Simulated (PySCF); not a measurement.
Molecule: `C#[C][AlH2-][S+](C)C`, C4H9AlS.

Geometry (Å), atoms numbered from 1 in this order:
```xyz
15

C     3.341   -1.137   -0.760
C     2.479   -0.342   -0.450
Al    1.160    0.983    0.132
S    -0.711    0.071   -1.210
C    -0.881   -1.388   -0.150
C    -1.893    1.196   -0.420
H     4.090   -1.828   -1.037
H     0.461    0.795    1.534
H     1.017    2.427   -0.451
H    -1.919   -1.707   -0.146
H    -0.256   -2.162   -0.584
H    -0.537   -1.159    0.859
H    -1.492    1.550    0.531
H    -2.835    0.677   -0.276
H    -2.029    2.032   -1.098
```

Frames of a GFN2-xTB Langevin trajectory at 300 K; GIAO PBE0/pcSseg-1 shieldings in PySCF 2.14, gas phase, non-relativistic; equivalent atoms averaged within each frame.

Shifts are taken against calculated references (same method and geometry level): $^{13}$C (σ = 186.93 ppm) and $^{1}$H (σ = 31.72 ppm) against TMS; $^{27}$Al (σ = 489.97 ppm) against AlH4-; CS2 for $^{33}$S (σ = 503.73 ppm). The references are static minima.

**Question.** How do the shifts (ppm) fluctuate along the trajectory?

**Answer.** 
| time (fs) | C1 | C2 | C5/C6 | Al3 | S4 | H8/H9 | H10/H11/H12/H13/H14/H15 | H7 |
| --- | --- | --- | --- | --- | --- | --- | --- | --- |
| optimised geometry | 104.0 | 99.7 | 26.6 | 70.3 | -115 | 4.13 | 2.41 | 1.70 |
| 250 | 111.5 | 108.8 | 27.5 | 66.1 | -118 | 4.81 | 2.21 | 1.99 |
| 425 | 107.8 | 105.8 | 32.8 | 61.9 | -84 | 4.55 | 2.37 | 1.19 |
| 625 | 107.8 | 97.3 | 23.4 | 66.8 | -121 | 4.70 | 2.42 | 3.90 |
| 800 | 110.3 | 102.7 | 24.0 | 91.9 | -132 | 3.71 | 1.98 | 2.06 |
| 1000 | 118.6 | 110.7 | 34.8 | 59.1 | -115 | 4.30 | 2.99 | 2.73 |
| mean of frames | 111.2 | 105.1 | 28.5 | 69.2 | -114 | 4.41 | 2.40 | 2.37 |
| standard deviation | 4.5 | 5.3 | 5.1 | 13.1 | 18 | 0.44 | 0.37 | 1.01 |

5 frames give an uncertainty of the mean of about the standard deviation over 2.2 at best, since frames this close in time may not be independent; classical motion lacks zero-point vibration, and the reference would need the same averaging.
